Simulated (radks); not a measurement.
The numbers below are computed, except where a source is named.
Initial-state core-level shifts of the aluminium ion Al2+ when its valence configuration changes from [Ne] 3s1. Code: a radial shooting solver on a logarithmic mesh with Libxc functionals. Model: scalar-relativistic Kohn-Sham, LDA (Slater exchange, Perdew-Wang correlation), spin-polarised, spherical densities, finite nucleus; open shells are filled with parallel spins first; Fermi nuclear charge, rms radius 3.061 fm. Shifts are changes of the shell-averaged eigenvalues in eV (positive: less bound); the change of the density at the nucleus, which sets a Mossbauer isomer shift, is in e/bohr^3, on a base of 1489.

valence          1s      2s      2p  density at nucleus
3p1          -1.468  -1.471  -1.447             -4.4518
3s0.5 3p0.5  -0.736  -0.737  -0.726             -2.2230
